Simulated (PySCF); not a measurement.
# From a computed spectrum to the compound

A species of 5 atoms with charge -1 has these harmonic modes (B3LYP, small Gaussian bases with core potentials, PySCF 2.14.0):

| cm⁻¹ | km/mol | symmetry |
| --- | --- | --- |
| 44 | 21.1 | e |
| 44 | 21.1 | e |
| 44 | 0.0 | b1 |
| 243 | 0.0 | a1 |
| 288 | 9.2 | e |
| 288 | 9.2 | e |
| 296 | 111.1 | b2 |
| 412 | 60.6 | b2 |
| 413 | 0.0 | a1 |

(1) Which species is it, and in which structure?

Answers

(1) [Gd(S2)2]− (singlet in the valence; each metal's 4f electrons, 7 of them, lie in its core potential, out of spins and levels):
```xyz
5

Gd    0.0000    0.0000    0.0000
S     0.7822    0.7822    2.3972
S    -0.7822   -0.7822    2.3972
S     0.7822   -0.7822   -2.3972
S    -0.7822    0.7822   -2.3972
```
Ideal gas at 298.15 K and 1 bar: S = 407.8 J/(mol K), Cp = 98.8 J/(mol K), H − H(0 K) = 22.9 kJ/mol (rigid rotor, harmonic modes, spin degeneracy alone, that of the 4f electrons in the core included; the modes under 60 cm⁻¹ make these uncertain). An lcecp potential fixes the number of 4f electrons, so in runs with it no electron can move into or out of that shell.
 Other answers can fit too; this one was computed.
